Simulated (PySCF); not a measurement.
PySCF 2.14 output of a UHF calculation on a single atom or ion in def2-SVP (5s4p3d, 32 functions), with no relativity, point nucleus:

```
SCF conv_tol = 1e-09
number electrons alpha = 18  beta = 16
cycle= 1 E= -2750.32516821164  delta_E= -0.00369  |g|= 0.0229  |ddm|= 0.0665
cycle= 2 E= -2750.32550374678  delta_E= -0.000336  |g|= 0.00708  |ddm|= 0.0204
cycle= 3 E= -2750.32553959549  delta_E= -3.58e-05  |g|= 0.00035  |ddm|= 0.00939
cycle= 4 E= -2750.32553969843  delta_E= -1.03e-07  |g|= 9.14e-05  |ddm|= 0.000769
cycle= 5 E= -2750.32553970209  delta_E= -3.66e-09  |g|= 1.66e-05  |ddm|= 0.000149
cycle= 6 E= -2750.32553970227  delta_E= -1.9e-10  |g|= 2.38e-06  |ddm|= 4.82e-05
converged SCF energy = -2750.32553970227  <S^2> = 2.006195  2S+1 = 3.0041271
```

The run itself started from symmetry-adapted Hartree-Fock orbitals and held the occupation by maximum overlap, so the iterations belong to that start.

**Question.** Which element, charge and spin multiplicity is this?

**Answer.** Kr²⁺ (krypton, charge +2), multiplicity 3; the state was [Ar] 3d10 4s2 4p4, high-spin 3P determinant.
